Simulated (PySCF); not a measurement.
TDDFT excited states: C3H13AlSSi

Species: C3H13AlSSi.
Bonds: C1–S2, S2–C3, S2–Al4, Al4–C5, C5–Si6. Hydrogens: H7, H8, H9 on C1; H10, H11, H12 on C3; H13, H14 on Al4; H15, H16 on C5; H17, H18, H19 on Si6.

The calculation used PySCF, TDDFT wB97X-D/def2-SVPD, vertical, gas phase, core orbitals frozen in the response. One conformer (not necessarily the lowest) at the PBE0-D3(BJ)/def2-SVP geometry, without solvent, vibrations or thermal averaging. Torsions of this conformer, `[CH3:1][S+:2]([CH3:3])[AlH2-:4][CH2:5][SiH3:6]`: C1–S2–Al4–C5 87°, S2–Al4–C5–Si6 -41°.

| state | E (eV) | ν̃ (cm⁻¹) | f | \|μ\| (D) | main configurations (H = HOMO, L = LUMO) |
| --- | --- | --- | --- | --- | --- |
| S1 | 6.50 | 52450 | 0.0078 | 0.56 | H-2→L (44%), H-2→L+1 (30%) |
| S2 | 6.79 | 54760 | 0.024 | 0.96 | H-1→L (32%), H→L (32%) |
| S3 | 6.82 | 55030 | 0.051 | 1.40 | H-1→L (28%), H→L (23%), H→L+2 (9%) |
| S4 | 7.08 | 57110 | 0.0075 | 0.53 | H→L+1 (37%), H→L+3 (18%), H→L+2 (11%) |
| S5 | 7.25 | 58500 | 0.011 | 0.62 | H→L+2 (39%), H→L+1 (11%), H→L+3 (10%) |
| S6 | 7.37 | 59410 | 0.0090 | 0.57 | H-1→L+1 (26%), H-2→L+1 (25%), H-2→L (12%) |
| S7 | 7.41 | 59770 | 0.096 | 1.85 | H-2→L+1 (25%), H-2→L (21%), H-1→L+1 (19%) |
| S8 | 7.50 | 60520 | 0.075 | 1.62 | H-1→L+2 (51%), H-1→L+4 (9%), H-1→L+3 (8%) |
| S9 | 7.63 | 61560 | 0.0078 | 0.52 | H-2→L+3 (36%), H-2→L+2 (23%) |
| S10 | 7.69 | 62020 | 0.071 | 1.56 | H-1→L+3 (44%), H-1→L+1 (10%) |

Triplets (Tamm–Dancoff): T1 6.06 eV, H-2→L (43%), H-2→L+1 (30%); T2 6.45 eV, H-1→L (41%), H-1→L+4 (13%), H→L (12%); T3 6.52 eV, H→L (37%), H→L+2 (12%), H→L+4 (10%); T4 6.79 eV, H→L+1 (14%), H-2→L (10%), H-2→L+2 (10%).

The lowest singlet lies at 6.50 eV (191 nm, vacuum ultraviolet) and is weak; its leading configuration is HOMO-2→LUMO (44%). The strongest level in the table is S7 at 7.41 eV (167 nm, f = 0.096). Löwdin shares by element: HOMO carbon 36% or more, aluminium 21%, hydrogen 12% or more, silicon 10% (atoms not listed hold the other 20%); LUMO sulfur 36%, carbon 17% or more, aluminium 15% (atoms not listed hold the other 32%). Weighted by f, the mean energy of these states is 7.33 eV. Of the 10 states listed, 6 reach f = 0.01 and none stays under 0.0005. The oscillator strengths of these states sum to 0.359; summed over the whole spectrum of an exact calculation they would give the number of electrons, 74 (Thomas–Reiche–Kuhn). All these states lie below the vertical ionisation energy of 9.30 eV (ΔSCF). Only the lowest 10 singlets were computed, as vertical energies without vibronic structure.

Hardware: an Arm Neoverse V2 with one thread, no GPU, shared host with 96 logical CPUs at a one-minute load of 64. Cost: 5.4 min of wall time, 1.3 GiB resident at most.

Without π bonds the low states are Rydberg-like; a valence basis with one diffuse set may place them up to an eV too high.
